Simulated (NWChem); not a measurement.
# Total energies of CHCl

```xyz
3

C      1.0579    -0.5466     0.0000
Cl    -0.4752     0.1724     0.0000
H      1.7315     0.3489     0.0000
```
Charge 0, spin multiplicity 1.

Program: NWChem. Structure: optimised with PBE0/def2-SVP, a minimum by its harmonic frequencies.

Basis set: 6-311G** (50 functions).

```
method   total energy (Ha)
-------  -----------------
RHF             -497.83305
MP2             -498.08927
B2PLYP          -498.59444
PBE             -498.54277
B3LYP           -498.80085
BLYP            -498.77144
CCSD(T)         -498.13022
```

Total energies of different functionals aren't comparable as a measure of quality: only differences taken within one method are. 

The correlated methods keep 6 core orbitals frozen. B3LYP has NWChem's definition, with VWN1-RPA local correlation. The Pople sets run with spherical d functions. The structure started from a generated list of species. No row is a measurement; the coupled-cluster row has its own basis-set and correlation limits.
